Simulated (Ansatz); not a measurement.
Consider the redistribution: `C[BH][AlH][OH]` + `BC(C)F` → `[BH2][AlH][OH]` + `CBC(C)F`.

Calculated with Ansatz (gas phase, PBE0-D4/def2-TZVP geometries, no zero-point term in ΔE). CCSD(T)/CBS is the MP2 limit (def2-TZVPP, def2-QZVPP) plus CCSD(T) − MP2 in def2-TZVPP, frozen cores. Functionals use def2-TZVPP. B3LYP here is the variant with VWN-RPA as its local correlation; programs differ in this. One conformer a species, not always the lowest.

`C[BH][AlH][OH]`:

```xyz
10

C     0.959   -1.310    0.744
B     0.618    0.203    0.623
Al   -0.523    1.100   -0.939
O    -2.221    0.984   -0.816
H     1.877   -1.536    1.293
H     0.136   -1.670    1.391
H     0.910   -1.911   -0.166
H     0.987    0.896    1.538
H     0.067    1.875   -2.206
H    -2.811    1.370   -1.462
```

`BC(C)F`:

Cartesian coordinates in Å:
```
B -1.182 0.817 0.214
C 0.199 0.399 -0.366
C 0.713 -0.929 0.170
F 0.217 0.351 -1.762
H -2.118 1.038 -0.491
H -1.279 0.924 1.402
H 0.917 1.186 -0.075
H 1.687 -1.154 -0.268
H 0.030 -1.744 -0.080
H 0.818 -0.887 1.255
```

`[BH2][AlH][OH]`:

```xyz
7

B     0.050    1.322   -0.773
Al    0.296   -0.399    0.441
O    -0.929   -1.577    0.344
H    -0.516    2.309   -0.393
H     0.485    1.396   -1.889
H     1.527   -0.662    1.422
H    -0.913   -2.389    0.848
```

`CBC(C)F`:

Cartesian coordinates in Å:
```
C -1.241 1.498 -0.486
B -0.880 0.107 0.088
C 0.527 -0.241 0.681
C 1.230 -1.379 -0.040
F 1.392 0.862 0.710
H -2.299 1.756 -0.403
H -1.040 1.420 -1.568
H -0.614 2.311 -0.116
H -1.669 -0.799 0.064
H 0.375 -0.538 1.732
H 1.402 -1.131 -1.090
H 0.623 -2.285 0.003
H 2.196 -1.582 0.425
```

```csv
level,ΔE (eV)
B2PLYP,-0.10
B3LYP,-0.09
CCSD/def2-TZVPP,-0.13
MP2/CBS(def2),-0.12
```

(1) What does CCSD(T)/CBS give? (An estimate is asked.)

Largest T1 diagnostic among the species: 0.012.

## Answers

(1) Computed: -0.12 eV. The listed levels differ from it by 0.02, 0.03, -0.01, 0.00 eV.
